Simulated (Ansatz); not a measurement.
## Cost against result

The pair of Cl⁻ (SMILES [Cl-], atom 1) and CH6Si (SMILES C[SiH3], atoms 2–9), both closed shells, in one local arrangement (a lower one may exist), relaxed at PBE0-D4/def2-TZVPD:

```json
{"atom": "Cl1", "x (Å)": "-0.3301", "y (Å)": "1.2545", "z (Å)": "-3.0884"}
{"atom": "C2", "x (Å)": "0.1322", "y (Å)": "-0.5026", "z (Å)": "1.2372"}
{"atom": "Si3", "x (Å)": "-0.0580", "y (Å)": "0.2205", "z (Å)": "-0.5428"}
{"atom": "H4", "x (Å)": "-0.8024", "y (Å)": "-0.9590", "z (Å)": "1.5840"}
{"atom": "H5", "x (Å)": "0.4065", "y (Å)": "0.2776", "z (Å)": "1.9570"}
{"atom": "H6", "x (Å)": "0.9104", "y (Å)": "-1.2741", "z (Å)": "1.2729"}
{"atom": "H7", "x (Å)": "-0.4217", "y (Å)": "-0.9992", "z (Å)": "-1.3096"}
{"atom": "H8", "x (Å)": "1.3041", "y (Å)": "0.7662", "z (Å)": "-0.7773"}
{"atom": "H9", "x (Å)": "-1.1410", "y (Å)": "1.2160", "z (Å)": "-0.3331"}
```

Interaction energies are counterpoise-corrected; the time is that of the whole pair.

Program: Ansatz 0.2.0. Basis: as named in each row. Cores are frozen in the correlated methods. B3LYP uses VWN-RPA correlation. Extrapolation: Hartree–Fock as exp(−7.88 √X), correlation as X^−2.97.

Times are rough, for one single point on 4 threads of a shared host (Arm Neoverse V1).

The estimate by CCSD(T) at an estimated basis limit (MP2 extrapolated from triple and quadruple zeta, plus CCSD(T) − MP2 in triple zeta) is -53.2 kJ/mol.

```tsv
method	basis	time (s)	interaction energy (kJ/mol)	method less estimate
HF	STO-3G	under 1	3.5	56.7
PBE-D4	STO-3G	under 1	-17.7	35.5
SPW92	def2-SVP	under 1	-80.1	-26.9
B3LYP-D4	6-31G	under 1	-29.3	23.9
PBE-D4	def2-SVP	under 1	-67.6	-14.4
PBE0-D4	def2-SVP	under 1	-67.2	-14.0
CCSD(T)	def2-SVP	1	-43.4	9.8
PBE-D4	def2-TZVPPD	2	-57.8	-4.6
revPBE-D4	def2-TZVPPD	2	-59.6	-6.4
BLYP-D4	def2-TZVPPD	2	-50.1	3.0
HSE06-D4	def2-TZVPPD	2	-57.2	-4.0
B3LYP-D4	def2-TZVPPD	2	-50.9	2.3
PBE0-D4	def2-TZVPPD	2	-57.3	-4.1
wB97M-V	def2-SVP	3	-64.0	-10.8
r2SCAN-D4	def2-TZVPPD	4	-54.8	-1.6
B2PLYP	def2-TZVPPD	5	-43.0	10.2
wB97X-V	def2-TZVPPD	7	-51.0	2.2
B97M-V	def2-TZVPPD	8	-51.2	2.0
wB97M-V	def2-TZVPPD	8	-54.1	-0.9
MP2	def2-QZVPPD	15	-53.1	0.1
CCSD(T)	def2-TZVPPD	65	-47.1	6.1
```

T1 diagnostic: at most 0.011.
